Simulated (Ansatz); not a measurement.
A nudged elastic band was laid between two geometries of HS$_{2}$Te (4 atoms, charge 0, multiplicity 2).

The calculation used Ansatz, UHF/def2-SVP.

- movable images: 7
- climbing image: yes
- spring: 5.0 eV/Å²
- optimiser: quadratic models (default)
- start path: through a guess of the saddle point
- force threshold: 0.03 eV/Å
- iteration limit: 35
- end points: relaxed

First end point:

```xyz
4
Properties=species:S:1:pos:R:3
S -0.612 1.191 -0.192
S -0.496 -0.652 0.776
Te 1.820 -1.272 0.859
H -0.712 0.733 -1.443
```

Last end point:

```xyz
4
Properties=species:S:1:pos:R:3
S -1.143 1.975 0.240
S -1.053 -0.015 0.002
Te 2.732 -1.872 0.988
H -0.537 -0.088 -1.230
```

Task: What changes between the two ends?

Result: Bonds broken: S1–H4, S2–Te3. Bonds formed: S2–H4. HS2Te becomes HS2 + Te.

Task: What energy profile does the band end with?

Result: The forces met the threshold. The highest image is number 4 of 0 to 8, 60.0 kcal/mol above the first end and 49.3 kcal/mol above the last; the last end lies 10.7 kcal/mol above the first. Beside the main top the profile has a ripple of under 15 meV (maxima at images 4, 6), which may be a very shallow well or noise. Neighbouring images differ by up to 2.1 eV, so the band resolves the path poorly. A vibrational analysis at the climbing image gives one clearly imaginary mode, 1817i cm⁻¹, and a faint second one (17i cm⁻¹) that may be numerical noise or a soft torsion: probably a first-order saddle point.

```tsv
image	path coordinate (Å)	energy (kcal/mol)	S1–H4 (Å)	S2–Te3 (Å)	S2–H4 (Å)
0	0.00	0.0	1.34	2.40	2.63
1	1.42	3.5	1.34	2.37	2.58
2	2.84	10.7	1.34	3.70	2.61
3	4.26	10.9	1.34	4.88	2.60
4	5.69	60.0	1.57	3.95	1.56
5	6.90	10.8	2.60	4.72	1.34
6	8.12	10.9	2.60	5.04	1.34
7	9.33	10.9	2.60	4.59	1.34
8	10.55	10.7	2.60	4.33	1.34
```

Task: What is the geometry of the highest image?

Result: 
```xyz
4
Properties=species:S:1:pos:R:3
S -0.605 1.667 -0.283
S -0.472 -0.415 -0.395
Te 2.510 -1.854 1.758
H -1.433 0.602 -1.080
```

The band took 34 iterations and of the order of 15 core-minutes.

Time of the run: 15 min on 1 thread of Arm Neoverse V2, with other jobs on the host, peak memory 0.25 GiB.
